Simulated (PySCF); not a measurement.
Spin-rotation constants: SMILES [SiH3]P([SiH3])[SiH2]P, H10P2Si3

Cartesian coordinates in Å; atom numbers follow the order of the lines, from 1:
```xyz
15

Si   -1.6977    1.5065   -0.3573
P    -0.9581   -0.0433    1.0620
Si   -1.0493   -1.8929   -0.1737
Si    1.2203    0.4223    1.1139
P     2.2281    0.4314   -0.8975
H    -1.5882    2.7809    0.3496
H    -3.0924    1.1784   -0.6445
H    -0.9200    1.5383   -1.5982
H    -0.3667   -2.9387    0.5876
H    -0.4015   -1.7325   -1.4795
H    -2.4653   -2.1992   -0.3545
H     1.8265   -0.5256    2.0560
H     1.3566    1.7821    1.6431
H     3.4887    0.6384   -0.3731
H     2.4147   -0.9382   -0.9559
```

Level of theory: GIAO PBE/pcSseg-1 magnetisability, rotational g tensor and spin-rotation constants, non-relativistic, gas phase in PySCF 2.14.0. Geometry: GFN2-xTB.

**Question.** Give the nuclear spin-rotation constants along the inertial axes (H = +C I·J) beside the isotropic shieldings.

**Answer.** Rotational constants 1.6342, 1.0253, 0.8606 GHz. A star marks the isotopologue with that one atom substituted, in its own axes.
| atom | isotope | Caa (kHz) | Cbb (kHz) | Ccc (kHz) | mean (kHz) | σ (ppm) |
| --- | --- | --- | --- | --- | --- | --- |
| P2 | 31P | 1.183 | 0.783 | 0.726 | 0.897 | 646.9 |
| P5 | 31P | 1.363 | 0.860 | 0.789 | 1.004 | 611.7 |
| H6 | 1H | -0.145 | 0.003 | -0.052 | -0.065 | 27.4 |
| H7 | 1H | 0.050 | -0.093 | -0.075 | -0.040 | 27.5 |
| H8 | 1H | -0.072 | -0.090 | -0.006 | -0.056 | 27.1 |
| H9 | 1H | -0.133 | -0.009 | -0.049 | -0.064 | 27.4 |
| H10 | 1H | -0.091 | -0.093 | 0.000 | -0.061 | 27.5 |
| H11 | 1H | 0.059 | -0.094 | -0.080 | -0.038 | 27.5 |
| H12 | 1H | -0.133 | -0.011 | -0.030 | -0.058 | 26.4 |
| H13 | 1H | -0.141 | 0.023 | -0.064 | -0.061 | 27.0 |
| H14 | 1H | -0.008 | -0.128 | -0.076 | -0.071 | 30.6 |
| H15 | 1H | -0.189 | 0.015 | -0.099 | -0.091 | 30.6 |
| Si1 | 29Si* | -0.931 | -0.541 | -0.470 | -0.647 | 418.4 |
| Si4 | 29Si* | -0.891 | -0.665 | -0.482 | -0.679 | 389.1 |

For the geometry as given, no vibrational averaging.

**Question.** How do the rotational constants and the g tensor change when H6, H7, H8, H9, H10, H11, H12, H13, H14, H15 are replaced by deuterium?

**Answer.** Constants 1.4107, 0.9200, 0.7638 GHz; g -0.0183, -0.0128, -0.0082, against -0.0209, -0.0143, -0.0094 before.
